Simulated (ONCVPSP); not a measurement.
Varying the ONCV potential for silver

Base potential:

Ag (Z = 47), optimised norm-conserving Vanderbilt (ONCV), made with ONCVPSP 4.0.1 (Wu-Cohen, fully relativistic). Core [Ar] 3d10 4s2, reference 4p6 4d9 5s2. Waves: 5s: rc 2.65 bohr, ncon 3, nbas 8, qcut 2.5 1/bohr, 2 projectors, debl 3.5 Ha; 4p: rc 1.45 bohr, ncon 4, nbas 7, qcut 10.3 1/bohr, 1 projector; 4d: rc 1.70 bohr, ncon 3, nbas 8, qcut 10.3 1/bohr, 1 projector. Local part: polynomial inside 1.20 bohr (lpopt 5, dvloc0 0 Ha). Core correction: none.

Open shells are filled in proportion to 2j + 1.

All-electron outer shells of the reference configuration (Wu-Cohen, scalar-relativistic, ld1.x):

```
shell  level (eV)  outermost node (bohr)  outermost maximum (bohr)
   4s      -99.14                   0.44                      0.82
   4p      -62.51                   0.44                      0.87
   4d      -10.70                   0.43                      1.03
   5s       -5.60                   1.10                      2.40
```

Cutoffs, loose and tight: the cutoffs (Ha) at which the residual kinetic energy of the hardest occupied pseudo-wave falls to 1 and 0.1 mHa per electron. They do not see the model core or the augmentation charge, which bear on the density cutoff. Test errors are all-electron minus pseudo excitation energies from the reference, over the configurations 4p6 4d10 5s1; 4p6 4d10 5s0; 4p6 4d9 5s0; 4p6 4d10 5s0 5p1. A dash means not determined; rows that change the core or the reference have their own tests.

A true bound ghost makes a file unfit for plane-wave use even where its test errors are small: the radial tests pick states by their node count and pass the ghost by.

| change | outcome | cutoff, loose | cutoff, tight | bound ghosts | GHOST(+) flags above zero | largest test error (meV) |
| --- | --- | --- | --- | --- | --- | --- |
| base | generated | 31 Ha | 38 Ha | s | none | +57 |
| d: rc 1.38 | generated | 34 Ha | 41 Ha | s | none | +56 |
| d: rc 1.82 | generated | 30 Ha | 38 Ha | s | none | +59 |
| d: rc 2 | generated | 30 Ha | 38 Ha | s | none | +63 |
| d: rc 2.18 | generated | 30 Ha | 38 Ha | s | d3/2 | +68 |
| d: rc 2.3 | generated | 30 Ha | 38 Ha | s, d3/2 | d5/2 | +77 |
| d: rc 2.44 | generated | 30 Ha | 38 Ha | s, d3/2 | d5/2 | +81 |

Problem. What comes out with this change to the base: d: rc 1.2?

Solution. outcome: generated; cutoff, loose: 36 Ha; cutoff, tight: 43 Ha; bound ghosts: s; GHOST(+) flags above zero: none; largest test error (meV): +56.

Problem. What comes out with this change to the base: d: rc 1.62?

Solution. outcome: generated; cutoff, loose: 32 Ha; cutoff, tight: 38 Ha; bound ghosts: s; GHOST(+) flags above zero: none; largest test error (meV): +57.

Problem. What comes out with this change to the base: d: rc 1.48?

Solution. outcome: generated; cutoff, loose: 34 Ha; cutoff, tight: 40 Ha; bound ghosts: s; GHOST(+) flags above zero: none; largest test error (meV): +56.

Reading the sweep of the d radius (base included, trends over the rows without a ghost): Bound ghosts are found at 1.2, 1.38, 1.48, 1.62, 1.7, 1.82, 2, 2.18, 2.3, 2.44 bohr. Every judged row has one, so this setting neither creates nor removes them.
